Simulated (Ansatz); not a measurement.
One change: `[SH][Ge]([Cl])([Cl])[Cl]` becomes `[SH][GeH]([Cl])[Cl]`.

Ansatz, PBE0-D4/def2-TZVP geometries, multiplicity 1. Each molecule was computed in one conformer, which needn't be the lowest.

Scalar relativity is left out up to krypton.

```
                                                                                  property  `[SH][Ge]([Cl])([Cl])[Cl]`
ideal-gas entropy at 298 K and 1 bar (rigid rotor, harmonic PBE0-D4/def2-TZVP) / J/(mol·K)                         385
                                                   HOMO–LUMO gap (ωB97M-V/def2-TZVPP) / eV                       10.64
                                                     LUMO energy (ωB97M-V/def2-TZVPP) / eV                        0.07
                                                        LUMO energy (PBE0/def2-TZVPP) / eV                       -1.98
                                                       HOMO energy (B3LYP/def2-TZVPP) / eV                       -8.09
                                                     HOMO energy (ωB97M-V/def2-TZVPP) / eV                      -10.57
```

(1) Give the same properties after the change, and the shifts. (Best estimate.)

## Answers

(1) Computed: 
```
                                                                                  property  `[SH][GeH]([Cl])[Cl]`  shift
ideal-gas entropy at 298 K and 1 bar (rigid rotor, harmonic PBE0-D4/def2-TZVP) / J/(mol·K)                    354    -31
                                                   HOMO–LUMO gap (ωB97M-V/def2-TZVPP) / eV                  11.15   0.51
                                                     LUMO energy (ωB97M-V/def2-TZVPP) / eV                   0.84   0.77
                                                        LUMO energy (PBE0/def2-TZVPP) / eV                  -1.18   0.80
                                                       HOMO energy (B3LYP/def2-TZVPP) / eV                  -7.84   0.25
                                                     HOMO energy (ωB97M-V/def2-TZVPP) / eV                 -10.31   0.26
```

With PBE0 the HOMO rises by 0.26 eV and the LUMO rises by 0.80 eV, so the gap widens by about 0.54 eV. PBE moves the HOMO by 0.24 eV and ωB97M-V by 0.26 eV.

B3LYP here is the variant with VWN-RPA as its local correlation; programs differ in this.
